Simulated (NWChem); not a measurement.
System: C$_{2}$H$_{4}$BNO$_{2}$; SMILES CB(O)OC#N

Here is an NWChem input.

```
start job
memory heap 200 mb stack 900 mb global 1100 mb
geometry units angstroms noautoz
  C      0.674107     2.194901     0.000942
  B     -0.055375     0.821686     0.000700
  O     -1.387633     0.676362     0.000398
  O      0.776848    -0.339627     0.000407
  C      0.245439    -1.504246    -0.000202
  N     -0.252345    -2.554058    -0.000761
  H     -0.031626     3.035457     0.006180
  H      1.334560     2.276966     0.879276
  H      1.325413     2.281163    -0.883909
  H     -1.711714    -0.235750    -0.000073
end
basis spherical
  * library 6-31g*
end
dft
  xc xpbe96 cpbe96
  iterations 150
  mulliken
end
task dft gradient
```

Excerpt of the output:

```
             Northwest Computational Chemistry Package (NWChem) 7.3.0
             --------------------------------------------------------

 C1  symmetry detected

                             Geometry "geometry" -> ""
                             -------------------------

 Output coordinates in angstroms (scale by  1.889725989 to convert to a.u.)

  No.       Tag          Charge          X              Y              Z
 ---- ---------------- ---------- -------------- -------------- --------------
    1 C                    6.0000     0.56193114     2.22017665    -0.00007835
    2 B                    5.0000    -0.08951073     0.80826769     0.00019841
    3 O                    8.0000    -1.41154070     0.58856957     0.00006855
    4 O                    8.0000     0.80643618    -0.30462144     0.00020875
    5 C                    6.0000     0.34107579    -1.49717039     0.00003156
    6 N                    7.0000    -0.09714116    -2.57320958    -0.00013645
    7 H                    1.0000    -0.18976252     3.01989675     0.00494976
    8 H                    1.0000     1.21681827     2.33938843     0.87816698
    9 H                    1.0000     1.20731855     2.34247975    -0.88501844
   10 H                    1.0000    -1.68403795    -0.34025886    -0.00007287

 Effective nuclear repulsion energy (a.u.)     203.3149982712

  pbe96 is a nonlocal functional; adding pw91lda local functional.

                                 NWChem DFT Module
                                 -----------------

 Summary of "ao basis" -> "ao basis" (spherical)
 ------------------------------------------------------------------------------
       Tag                 Description            Shells   Functions and Types
 ---------------- ------------------------------  ------  ---------------------
 C                           6-31g*                  6       14   3s2p1d
 B                           6-31g*                  6       14   3s2p1d
 O                           6-31g*                  6       14   3s2p1d
 N                           6-31g*                  6       14   3s2p1d
 H                           6-31g*                  2        2   2s

            General Information
            -------------------
          SCF calculation type: DFT
          Wavefunction type:  closed shell.
          No. of atoms     :    10
          No. of electrons :    44
           Alpha electrons :    22
            Beta electrons :    22
          Charge           :     0
          Spin multiplicity:     1
          Use of symmetry is: off; symmetry adaption is: off
          Maximum number of iterations: 150
          AO basis - number of functions:    92
                     number of shells:    44
          Convergence on energy requested:  1.00D-06
          Convergence on density requested:  1.00D-05
          Convergence on gradient requested:  5.00D-04

              XC Information
              --------------
          PerdewBurkeErnzerhof Exchange Functional  1.000
            Perdew 1991 LDA Correlation Functional  1.000 local
           PerdewBurkeErnz. Correlation Functional  1.000 non-local

             Grid Information
             ----------------
          Grid used for XC integration:  medium
          Radial quadrature: Mura-Knowles
          Angular quadrature: Lebedev.
          Tag              B.-S. Rad. Rad. Pts. Rad. Cut. Ang. Pts.
          ---              ---------- --------- --------- ---------
          C                   0.70       49          11.0       434
          B                   0.85       49           9.0       434
          O                   0.60       49           9.0       434
          N                   0.65       49          13.0       434
          H                   0.35       45          12.0       434
          Grid pruning is: on
          Number of quadrature shells:   474
          Spatial weights used:  Erf1

      Superposition of Atomic Density Guess
      -------------------------------------

 Sum of atomic energies:        -305.64196966

      Non-variational initial energy
      ------------------------------

 Total energy =    -308.512630
 1-e energy   =    -818.766370
 2-e energy   =     306.938742
 HOMO         =      -0.384009
 LUMO         =       0.086339

     ---------------------------------------------
      Total Density - Mulliken Population Analysis
     ---------------------------------------------

    Atom       Charge   Shell Charges
 -----------   ------   -------------------------------------------------------
    1 C    6     6.94   2.00  0.72  2.12  0.69  1.38  0.02
    2 B    5     4.05   2.00  0.54  1.00  0.26  0.13  0.12
    3 O    8     8.86   2.00  0.93  3.13  0.88  1.91  0.01
    4 O    8     8.52   2.00  0.91  2.95  0.88  1.76  0.02
    5 C    6     4.98   2.00  0.69  1.48  0.29  0.43  0.09
    6 N    7     7.95   2.00  0.89  2.49  0.97  1.58  0.03
    7 H    1     0.75   0.46  0.30
    8 H    1     0.74   0.45  0.29
    9 H    1     0.74   0.45  0.29
   10 H    1     0.46   0.35  0.11

   convergence    iter        energy       DeltaE   RMS-Dens  Diis-err
 ---------------- ----- ----------------- --------- --------- ---------
 d= 0,ls=0.0,diis     1   -308.1851352088 -5.12D+02  2.39D-02  1.54D+00
 d= 0,ls=0.0,diis     2   -307.2370875442  9.48D-01  1.99D-02  9.64D+00
 d= 0,ls=0.0,diis     3   -308.3241534177 -1.09D+00  5.04D-03  4.36D-01
 d= 0,ls=0.0,diis     4   -308.3579875364 -3.38D-02  2.02D-03  1.27D-01
 d= 0,ls=0.0,diis     5   -308.3697335935 -1.17D-02  4.86D-04  4.22D-03
  Resetting Diis
 d= 0,ls=0.0,diis     6   -308.3700730030 -3.39D-04  1.88D-04  8.56D-04
 d= 0,ls=0.0,diis     7   -308.3701502710 -7.73D-05  1.83D-04  9.86D-05
 d= 0,ls=0.0,diis     8   -308.3700994984  5.08D-05  1.36D-04  5.84D-04
 d= 0,ls=0.0,diis     9   -308.3701576219 -5.81D-05  3.20D-05  2.78D-05
 d= 0,ls=0.0,diis    10   -308.3701605576 -2.94D-06  7.53D-06  1.58D-06
 d= 0,ls=0.0,diis    11   -308.3701607220 -1.64D-07  6.47D-07  6.38D-09

         Total DFT energy =     -308.370160722020
      One electron energy =     -822.184176648353
           Coulomb energy =      350.658539394765
    Exchange-Corr. energy =      -40.159521739616
 Nuclear repulsion energy =      203.314998271183

 Numeric. integr. density =       43.999990457080

                       DFT Final Molecular Orbital Analysis
                       ------------------------------------

 Vector   20  Occ=2.000000D+00  E=-3.127499D-01
              MO Center= -1.6D-01, -2.0D+00, -1.4D-04, r^2= 3.5D+00
   Bfn.  Coefficient  Atom+Function         Bfn.  Coefficient  Atom+Function
  ----- ------------  ---------------      ----- ------------  ---------------
    74      0.395026   6 N  py               76     -0.358134   6 N  s
    72     -0.241196   6 N  s                78      0.227495   6 N  py
    60     -0.202552   5 C  py               73      0.202990   6 N  px
     4      0.153614   1 C  py               58      0.148875   5 C  s
    46      0.126896   4 O  py               77      0.126941   6 N  px

 Vector   21  Occ=2.000000D+00  E=-2.844420D-01
              MO Center=  2.2D-01, -1.7D+00, -6.5D-06, r^2= 1.9D+00
   Bfn.  Coefficient  Atom+Function         Bfn.  Coefficient  Atom+Function
  ----- ------------  ---------------      ----- ------------  ---------------
    73      0.384441   6 N  px               45     -0.317417   4 O  px
    59      0.317925   5 C  px               77      0.229667   6 N  px
    49     -0.227616   4 O  px               74     -0.217300   6 N  py
    63      0.149124   5 C  px               78     -0.135688   6 N  py
    64     -0.101623   5 C  py               31     -0.099662   3 O  px

 Vector   22  Occ=2.000000D+00  E=-2.698834D-01
              MO Center=  1.6D-01, -1.6D+00, -2.1D-05, r^2= 2.2D+00
   Bfn.  Coefficient  Atom+Function         Bfn.  Coefficient  Atom+Function
  ----- ------------  ---------------      ----- ------------  ---------------
    75      0.444441   6 N  pz               47     -0.354085   4 O  pz
    61      0.289636   5 C  pz               51     -0.272794   4 O  pz
    79      0.273295   6 N  pz               65      0.160005   5 C  pz
    33      0.139283   3 O  pz               37      0.113411   3 O  pz
    19     -0.058906   2 B  pz                5      0.038572   1 C  pz

 Vector   23  Occ=0.000000D+00  E=-2.617905D-02
              MO Center= -4.2D-02,  4.9D-01, -5.4D-05, r^2= 3.2D+00
   Bfn.  Coefficient  Atom+Function         Bfn.  Coefficient  Atom+Function
  ----- ------------  ---------------      ----- ------------  ---------------
    19      0.549843   2 B  pz               23      0.514651   2 B  pz
    90      0.297945   9 H  s                88     -0.295713   8 H  s
    37     -0.292989   3 O  pz               33     -0.276853   3 O  pz
    79      0.224548   6 N  pz               75      0.204919   6 N  pz
    65     -0.203011   5 C  pz               61     -0.200977   5 C  pz

 Vector   24  Occ=0.000000D+00  E= 1.358001D-02
              MO Center= -2.2D-01, -1.5D+00,  5.9D-05, r^2= 2.8D+00
   Bfn.  Coefficient  Atom+Function         Bfn.  Coefficient  Atom+Function
  ----- ------------  ---------------      ----- ------------  ---------------
    92      0.527509  10 H  s                63     -0.446439   5 C  px
    34     -0.411306   3 O  s                73      0.410253   6 N  px
    77      0.410532   6 N  px               59     -0.395991   5 C  px
    78     -0.241528   6 N  py               36      0.203145   3 O  py
     6     -0.194793   1 C  s                62      0.195466   5 C  s

 Vector   25  Occ=0.000000D+00  E= 2.545196D-02
              MO Center= -1.9D-01, -6.6D-01, -1.9D-04, r^2= 4.2D+00
   Bfn.  Coefficient  Atom+Function         Bfn.  Coefficient  Atom+Function
  ----- ------------  ---------------      ----- ------------  ---------------
    62      1.007045   5 C  s                20      0.807925   2 B  s
    92      0.736799  10 H  s                 6     -0.685058   1 C  s
    76     -0.635365   6 N  s                34     -0.631327   3 O  s
    48     -0.554094   4 O  s                64     -0.399974   5 C  py
    77     -0.343256   6 N  px               36      0.300705   3 O  py

     ---------------------------------------------
      Total Density - Mulliken Population Analysis
     ---------------------------------------------

    Atom       Charge   Shell Charges
 -----------   ------   -------------------------------------------------------
    1 C    6     6.68   2.00  0.66  2.15  0.69  1.15  0.02
    2 B    5     4.51   2.00  0.54  1.43  0.17  0.24  0.13
    3 O    8     8.50   2.00  0.90  2.95  0.90  1.72  0.02
    4 O    8     8.33   2.00  0.91  2.95  0.90  1.56  0.03
    5 C    6     5.67   2.00  0.69  2.03  0.23  0.64  0.08
    6 N    7     7.31   2.00  0.85  2.26  0.90  1.26  0.04
    7 H    1     0.81   0.51  0.30
    8 H    1     0.81   0.51  0.30
    9 H    1     0.81   0.51  0.30
   10 H    1     0.58   0.47  0.11

     -------------------------------------------
      Total Density - Lowdin Population Analysis
     -------------------------------------------

    Atom       Charge   Shell Charges
 -----------   ------   -------------------------------------------------------
    1 C    6     6.45   1.99  0.54  1.94  0.44  1.49  0.04
    2 B    5     5.07   1.98  0.42  1.30  0.30  0.75  0.32
    3 O    8     8.18   1.99  0.83  2.77  0.64  1.91  0.04
    4 O    8     7.99   1.99  0.81  2.76  0.59  1.77  0.06
    5 C    6     5.99   1.98  0.52  1.80  0.34  1.14  0.20
    6 N    7     7.15   1.99  0.76  2.11  0.68  1.53  0.07
    7 H    1     0.84   0.48  0.36
    8 H    1     0.83   0.48  0.36
    9 H    1     0.83   0.48  0.36
   10 H    1     0.66   0.43  0.22

     Multipole analysis of the density
     ---------------------------------

     L   x y z        total         alpha         beta         nuclear
     -   - - -        -----         -----         ----         -------
     0   0 0 0     -0.000000    -22.000000    -22.000000     44.000000

     1   1 0 0      0.071520      0.035760      0.035760      0.000000
     1   0 1 0      1.097041      0.548521      0.548521     -0.000000
     1   0 0 1     -0.000476     -0.000238     -0.000238     -0.000000

     2   2 0 0    -24.741642    -65.314102    -65.314102    105.886562
     2   1 1 0      1.292528     -4.483088     -4.483088     10.258703
     2   1 0 1     -0.000403      0.000457      0.000457     -0.001318
     2   0 2 0    -31.590688   -223.541521   -223.541521    415.492355
     2   0 1 1     -0.002618      0.002342      0.002342     -0.007302
     2   0 0 2    -24.490587    -15.020832    -15.020832      5.551077

            General Information
            -------------------
          SCF calculation type: DFT
          Wavefunction type:  closed shell.
          No. of atoms     :    10
          No. of electrons :    44
           Alpha electrons :    22
            Beta electrons :    22
          Charge           :     0
          Spin multiplicity:     1
          Use of symmetry is: off; symmetry adaption is: off
          Maximum number of iterations: 150
          AO basis - number of functions:    92
                     number of shells:    44
          Convergence on energy requested:  1.00D-06
          Convergence on density requested:  1.00D-05
          Convergence on gradient requested:  5.00D-04

              XC Information
              --------------
          PerdewBurkeErnzerhof Exchange Functional  1.000
            Perdew 1991 LDA Correlation Functional  1.000 local
           PerdewBurkeErnz. Correlation Functional  1.000 non-local

             Grid Information
             ----------------
          Grid used for XC integration:  medium
          Radial quadrature: Mura-Knowles
          Angular quadrature: Lebedev.
          Tag              B.-S. Rad. Rad. Pts. Rad. Cut. Ang. Pts.
          ---              ---------- --------- --------- ---------
          C                   0.70       49          11.0       434
          B                   0.85       49           9.0       434
          O                   0.60       49           9.0       434
          N                   0.65       49          13.0       434
          H                   0.35       45          12.0       434
          Grid pruning is: on
          Number of quadrature shells:   474
          Spatial weights used:  Erf1

          Convergence Information
          -----------------------
          Convergence aids based upon iterative change in
          total energy or number of iterations.
          Levelshifting, if invoked, occurs when the
          HOMO/LUMO gap drops below (HL_TOL):  1.00D-02
          DIIS, if invoked, will attempt to extrapolate
          using up to (NFOCK): 10 stored Fock matrices.

[...]

                         DFT ENERGY GRADIENTS

    atom               coordinates                        gradient
                 x          y          z           x          y          z
   1 C       1.061896   4.195526  -0.000148   -0.000953  -0.000950   0.000032
   2 B      -0.169151   1.527404   0.000375   -0.004131  -0.002374  -0.000017
   3 O      -2.667425   1.112235   0.000130    0.012261  -0.013275  -0.000004
   4 O       1.523943  -0.575651   0.000394   -0.016758  -0.011746  -0.000005
   5 C       0.644540  -2.829242   0.000060   -0.006953  -0.021028   0.000001
   6 N      -0.183570  -4.862661  -0.000258    0.015583   0.039680   0.000005
   7 H      -0.358599   5.706777   0.009354    0.000836  -0.001300  -0.000011
   8 H       2.299453   4.420803   1.659495   -0.001126  -0.001025  -0.001221
   9 H       2.281501   4.426645  -1.672442   -0.001116  -0.001033   0.001216
  10 H      -3.182370  -0.642996  -0.000138    0.002358   0.013053   0.000004
```

Level: PBE/6-31G* (spherical d). Geometry: optimised at PBE0/def2-SVP.
